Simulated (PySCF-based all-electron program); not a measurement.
## Bond force of CrH, sextet

All-electron Kohn–Sham DFT on the free molecule, computed near the basis limit with an in-house program on PySCF integrals; the spin-free Dirac equation, no spin–orbit coupling, spin-unrestricted, lowest state found (another of this spin can lie close). Forces are good to about 0.006 eV/Å. A positive force pushes the atoms apart.

| r (Å) | PBE (eV/Å) | r2SCAN (eV/Å) |
| --- | --- | --- |
| 1.40675 | 4.003 | ? |
| 1.4895 | 2.181 | ? |
| 1.655 | -0.095 | ? |

(1) Fill in the missing r2SCAN forces.

(2) Between which listed lengths does the r2SCAN force vanish, and at which of the two is it smaller?

## Answers

(1) 1.40675 Å: 4.098 eV/Å; 1.4895 Å: 2.253 eV/Å; 1.655 Å: -0.057 eV/Å.

(2) Between 1.490 and 1.655 Å. The force is smaller at 1.655 Å.
